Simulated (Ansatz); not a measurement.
Molecule: sum formula HSOF2, net charge 1, singlet state. It need not be the lowest isomer of its formula. 
Coordinates optimised at B3LYP-D3(BJ)/def2-TZVP (Ansatz, an electronic-structure program):
```xyz
5

O      1.2627    -0.5678     0.2465
S     -0.1591    -0.0617     0.4204
F     -0.9204    -0.6972    -0.7535
F     -0.1112     1.3667    -0.1442
H      1.7276    -0.4945    -0.6194
```
Charge +1, spin multiplicity 1.

Basis-set convergence of Hartree-Fock and CCSD correlation energies (hartree) with Ansatz. Valence correlation only, unless marked. Spin-orbit coupling is left out. Non-relativistic.

| basis | functions | E(HF) | E(corr, CCSD) |
|---|---|---|---|
| aug-cc-pV(D+d)Z | 110 | -671.52783 | -0.76385 |
| aug-cc-pV(T+d)Z | 216 | (withheld) | (withheld) |

Problem. What belongs in the gaps?

Solution. 
- aug-cc-pV(T+d)Z, E(HF): -671.64117
- aug-cc-pV(T+d)Z, E(corr, CCSD): -0.94055
